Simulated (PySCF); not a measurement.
First SCF of a structure search on quintet H₂RuS, at a hand-made T-shaped (ligand arrangement 1) geometry. PySCF input:

```python
from pyscf import gto, scf, dft
mol = gto.M(atom='''
Ru     0.000000     0.000000     0.000000
S     -2.078700     0.000000     0.072600
H      0.000000     0.000000     1.570000
H      1.569000     0.000000     0.054800''',
    basis={'Ru': 'def2-TZVP', 'S': 'def2-TZVP', 'H': 'def2-TZVP'},
    ecp={'Ru': 'def2-TZVP'},
    charge=0, spin=4)
mf = dft.UKS(mol, xc='PBE0')
mf.grids.atom_grid = (50, 194)
aux = {'Ru': 'def2-universal-JKFIT', 'S': 'def2-universal-JKFIT', 'H': 'def2-universal-JKFIT'}
mf = mf.density_fit(auxbasis=aux)
mf.conv_tol = 1e-08
mf.diis_space = 10
mf.max_cycle = 60
mf.init_guess = 'minao'
mf.verbose = 4
mf.kernel()
```

Excerpt of the output (cycles alone):

```
init E= -486.226095047845
cycle= 1 E= -492.940406845209  delta_E= -6.71  |g|= 1.57  |ddm|= 2.98
cycle= 2 E= -484.073136562964  delta_E= 8.87  |g|= 3.29  |ddm|= 10.4
cycle= 3 E= -493.588787165447  delta_E= -9.52  |g|= 0.862  |ddm|= 10.4
cycle= 4 E= -493.701308275421  delta_E= -0.113  |g|= 0.732  |ddm|= 0.991
cycle= 5 E= -494.018134772535  delta_E= -0.317  |g|= 0.185  |ddm|= 0.625
cycle= 6 E= -494.028696459774  delta_E= -0.0106  |g|= 0.114  |ddm|= 0.144
cycle= 7 E= -494.032879998019  delta_E= -0.00418  |g|= 0.0636  |ddm|= 0.0563
cycle= 8 E= -494.035048422995  delta_E= -0.00217  |g|= 0.0265  |ddm|= 0.0495
cycle= 9 E= -494.035506944812  delta_E= -0.000459  |g|= 0.00502  |ddm|= 0.0339
cycle= 10 E= -494.035532005514  delta_E= -2.51e-05  |g|= 0.00354  |ddm|= 0.00875
cycle= 11 E= -494.035543456126  delta_E= -1.15e-05  |g|= 0.00199  |ddm|= 0.00457
cycle= 12 E= -494.035550915065  delta_E= -7.46e-06  |g|= 0.000512  |ddm|= 0.0057
cycle= 13 E= -494.03555267174  delta_E= -1.76e-06  |g|= 0.000278  |ddm|= 0.00317
cycle= 14 E= -494.035553367803  delta_E= -6.96e-07  |g|= 0.000203  |ddm|= 0.00204
cycle= 15 E= -494.035553713817  delta_E= -3.46e-07  |g|= 5.15e-05  |ddm|= 0.00222
cycle= 16 E= -494.035553727958  delta_E= -1.41e-08  |g|= 2.43e-05  |ddm|= 0.000392
cycle= 17 E= -494.035553729147  delta_E= -1.19e-09  |g|= 1.33e-05  |ddm|= 9.72e-05
Extra cycle  E= -494.035553728684  delta_E= 4.63e-10  |g|= 3.56e-05  |ddm|= 3.69e-05
converged SCF energy = -494.035553728684  <S^2> = 6.0224201  2S+1 = 5.00896
```

This is not the lowest solution: another start and a stability analysis within the same unrestricted form found one 69.8 kJ/mol lower, at -494.06216 Eh.

Other spin states or occupations of the open shell can lie lower.

The search for the lowest solution, 3 starts and the stability check together, took 16 s on 2 threads of a shared Arm Neoverse V1 host, with 89 basis functions; the process peaked at 0.51 GiB.
